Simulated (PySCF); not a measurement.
Electrostatic potential from atomic charges

Species: `C=Cc1c[p-]c(OC)p1`, charge -1. Coordinates (GFN2-xTB, Å) and charges (e) from the PBE0/pcSseg-1 density (PySCF):

| atom | x | y | z | Mulliken | IAO | Hirshfeld | ESP-fitted |
| --- | --- | --- | --- | --- | --- | --- | --- |
| C1 | -3.208 | 0.531 | 1.598 | -0.1958 | -0.4064 | -0.1766 | -0.6510 |
| C2 | -2.080 | 0.877 | 0.973 | -0.1004 | -0.1162 | -0.0687 | -0.0925 |
| C3 | -0.927 | 0.053 | 0.725 | -0.4437 | -0.2602 | -0.1186 | +0.1166 |
| C4 | -0.779 | -1.262 | 1.123 | -0.3402 | -0.4185 | -0.1699 | -0.2171 |
| P5 | 0.683 | -2.111 | 0.724 | +0.1805 | +0.1114 | -0.1586 | -0.4834 |
| C6 | 1.362 | -0.723 | -0.096 | -0.3167 | -0.2878 | -0.0927 | +0.3639 |
| O7 | 2.616 | -0.881 | -0.647 | -0.4730 | -0.3326 | -0.1421 | -0.2751 |
| C8 | 3.104 | 0.249 | -1.295 | -0.0317 | -0.1974 | -0.0590 | -0.1440 |
| P9 | 0.438 | 0.743 | -0.170 | +0.1828 | +0.0437 | -0.1389 | -0.5701 |
| H10 | -4.021 | 1.229 | 1.729 | +0.0698 | +0.1183 | +0.0099 | +0.1786 |
| H11 | -3.362 | -0.457 | 1.999 | +0.0852 | +0.1237 | +0.0174 | +0.1804 |
| H12 | -1.991 | 1.891 | 0.589 | +0.0523 | +0.1243 | +0.0201 | +0.1651 |
| H13 | -1.550 | -1.779 | 1.678 | +0.0615 | +0.1225 | +0.0110 | +0.1729 |
| H14 | 3.193 | 1.095 | -0.598 | +0.0902 | +0.1224 | +0.0180 | +0.0839 |
| H15 | 2.428 | 0.560 | -2.105 | +0.0912 | +0.1230 | +0.0176 | +0.0876 |
| H16 | 4.085 | -0.006 | -1.702 | +0.0881 | +0.1298 | +0.0308 | +0.0839 |

Points outside the species (Å): A (-1.3, -4.1, -6.9); B (-4.0, 4.4, -2.6); C (-5.9, 3.3, 3.2); D (-3.4, 5.3, 3.3); E (5.3, -1.1, 3.6).

Task: Find the potential V = 14.3996 V·Å × Σ q/r of each set of charges at these points.

Result: In volts:

| point | nearest atom | distance (Å) | Mulliken | IAO | Hirshfeld | ESP-fitted |
| --- | --- | --- | --- | --- | --- | --- |
| A | H15 | 7.66 | -1.729 | -1.721 | -1.686 | -1.709 |
| B | H12 | 4.53 | -2.010 | -2.008 | -2.054 | -2.023 |
| C | H10 | 3.16 | -1.990 | -2.044 | -2.092 | -1.979 |
| D | H10 | 4.41 | -2.009 | -2.025 | -2.048 | -1.992 |
| E | O7 | 5.03 | -2.427 | -2.386 | -2.290 | -2.356 |

Task: How far are the other sets from the ESP-fitted one at these points?

Result: Root-mean-square difference: Mulliken 0.035 V, IAO 0.036 V, Hirshfeld 0.066 V. The ESP scheme fits charges at the nuclei, held to the total charge, to the electrostatic potential on points at 1.4 to 2.0 times the van der Waals radii.

Task: What energy would a point charge of -2 e have at E in the field of the ESP charges, leaving out polarisation?

Result: +4.712 eV = +454.6 kJ/mol, a repulsion. The total charge alone, placed at the mean of the coordinates, would give +4.536 eV.

The structure is a single GFN2-xTB conformer in the gas phase; no vibrational or solvent corrections. The pcSseg-1 basis has no diffuse functions, a weakness for an anion.

The run behind these numbers computed NMR shieldings as well. Hardware: one thread of an Arm Neoverse V1, shared host. Cost: 65 s (grids of density and orbitals included), 0.90 GiB resident at most.

Conformer computed: `[CH2:1]=[CH:2][c:3]1[cH:4][p-:5][c:6]([O:7][CH3:8])[p:9]1`: C1–C2–C3–C4 -1°, P5–C6–O7–C8 180°.
